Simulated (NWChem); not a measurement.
System: SeF$_{2}$; SMILES F[Se]F

Input file for NWChem:

```
start job
memory heap 200 mb stack 900 mb global 1100 mb
geometry units angstroms noautoz
  Se     0.000000     0.000000     0.376866
  F     -1.311731     0.000000    -0.772543
  F      1.311731     0.000000    -0.772543
end
basis spherical
  * library def2-svp
end
dft
  xc xpbe96 cpbe96
  iterations 150
  vectors input atomic output neutral.movecs
end
task dft energy
charge 1
dft
  odft
  mult 2
  vectors input atomic output cation.movecs
end
task dft energy
```

All runs use the structure optimised with PBE0/def2-SVP.

Ions are spin-unrestricted doublets at the neutral geometry; other ion states weren't tried.

Task: What results follow from this input? (PBE/def2-SVP, vertical spin-unrestricted ions.) Quantities: vertical ionisation energy, ΔSCF (eV); −ε(HOMO) (eV).

Result: vertical ionisation energy, ΔSCF (eV): 9.55
−ε(HOMO) (eV): 5.47
